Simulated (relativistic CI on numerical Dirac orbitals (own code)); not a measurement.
# Mn⁴⁺ in a cubic cluster: 1s photoemission with charge transfer

Computed with a charge-transfer multiplet model of a cubic metal-ligand cluster with up to 2 ligand holes, Slater and spin-orbit integrals from Dirac-Coulomb-Breit ions, Slater integrals scaled by 0.8. The ground state mixes d3 with configurations of k ligand holes L, whose averages lie at kΔ + k(k − 1)U_dd/2; a core hole lowers each added d electron by U_cd. 300 K, Lorentzian 1.1 eV and Gaussian 0.6 eV FWHM.

Atomic integrals in eV (Slater integrals scaled, ζ unscaled), ground: F2dd 9.878, F4dd 6.215, zeta_d 0.050; with the core hole: F2dd 11.163, F4dd 7.049, zeta_d 0.073, G2cd 0.062.

Cluster parameters (eV): Δ = 2.6, U_dd = 5.7, U_cd = 7, 10Dq(ligand) = 0.1, V(eg) = 3.45, V(t2g) = -1.79, final-state hopping factor = 1.

```
          Case   n_d    d3   d4L  d5L2     S
10Dq = 0.35 eV  3.75  0.37  0.51  0.12  1.50
10Dq = 0.65 eV  3.74  0.38  0.50  0.12  1.50
10Dq = 0.95 eV  3.73  0.39  0.50  0.12  1.50
```

Weights, n_d and S are thermal averages at 300 K. Binding energies count from the first peak over 30 % of the highest in each spectrum, which can be another peak from case to case. The parameters are a model scan and need not match a compound or its usual spin state. Peaks in eV (height, largest 100):
- 10Dq = 0.35 eV: 0.0 (100), 14.5 (7)
- 10Dq = 0.65 eV: 0.0 (100), 14.5 (8)
- 10Dq = 0.95 eV: 0.0 (100), 14.4 (8)

Curve for 10Dq = 0.35 eV (points under 2 left out, the grid thinned):

(E (eV), Intensity): (-3.0, 3.8), (-2.7, 4.7), (-2.4, 5.9), (-2.1, 7.6), (-1.8, 10.2), (-1.5, 14.4), (-1.1, 24.7), (-0.8, 39.9), (-0.5, 64.5), (-0.2, 91.5), (0.1, 99.2), (0.4, 79.4), (0.7, 51.5), (1.0, 31.5), (1.3, 20.1), (1.6, 13.7), (1.9, 9.8), (2.3, 6.8), (2.6, 5.4), (2.9, 4.4), (3.2, 3.7), (3.5, 3.1), (3.8, 2.8), (4.1, 2.5), (4.4, 2.4), (4.7, 2.4), (5.0, 2.7), (5.3, 3.2), (5.7, 3.6), (6.0, 3.2), (6.3, 2.6), (6.6, 2.2), (12.9, 2.2), (13.2, 2.8), (13.5, 3.6), (13.8, 4.8), (14.1, 6.1), (14.4, 7.0), (14.7, 6.9), (15.1, 5.9), (15.4, 5.5), (15.7, 5.1), (16.0, 4.1), (16.3, 3.0), (16.6, 2.0)

For the case 10Dq = 0.65 eV, Δ = 2.6 eV is smaller than U_dd = 5.7 eV, the charge-transfer side of the Zaanen-Sawatzky-Allen scheme. With the core hole the average of the configuration with one ligand hole lies at Δ − U_cd = -4.4 eV before mixing: the effective hopping of about 7.0 eV (from the holes of the mixed ground state) is comparable with this gap or larger, so the configurations mix strongly.

With at most 2 ligand holes the space is cut while the next configuration still counts, so covalency is underestimated, and a final configuration with one more ligand hole, which can lie low, is missing from the spectra.
